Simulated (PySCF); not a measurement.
**Ionisation energy of Se⁺ by level of theory**

Se⁺ [Ar] 3d10 4s2 4p3 (4S) → Se²⁺ [Ar] 3d10 4s2 4p2 (3P), as a difference of total energies. All numbers are calculated (PySCF 2.14, scalar relativity through the core potential, in cc-pVDZ-PP with ECP10MDF). Correlated levels: valence: 3s2 3p6 3d10 frozen. The calculations carry no spin-orbit coupling.

```json
{"method": "UHF", "ionisation energy (eV)": "20.842", "difference from reference (eV)": "-0.354"}
{"method": "r2SCAN", "ionisation energy (eV)": "21.547", "difference from reference (eV)": "+0.351"}
{"method": "PBE0", "ionisation energy (eV)": "21.352", "difference from reference (eV)": "+0.156"}
{"method": "MP2 (valence)", "ionisation energy (eV)": "21.198", "difference from reference (eV)": "+0.002"}
{"method": "SCS-MP2 (valence)", "ionisation energy (eV)": "21.076", "difference from reference (eV)": "-0.120"}
{"method": "CCSD (valence)", "ionisation energy (eV)": "21.148", "difference from reference (eV)": "-0.048"}
{"method": "CCSD(T) (valence)", "ionisation energy (eV)": "21.151", "difference from reference (eV)": "-0.045"}
```

Reference: 21.196 ± 0.01 eV (measured; NIST Atomic Spectra Database, ionization energies).

The reference lies between the lowest fine-structure levels, while these numbers refer to the centres of the terms.

Errors of the correlated levels include the incompleteness of this basis and the frozen core.
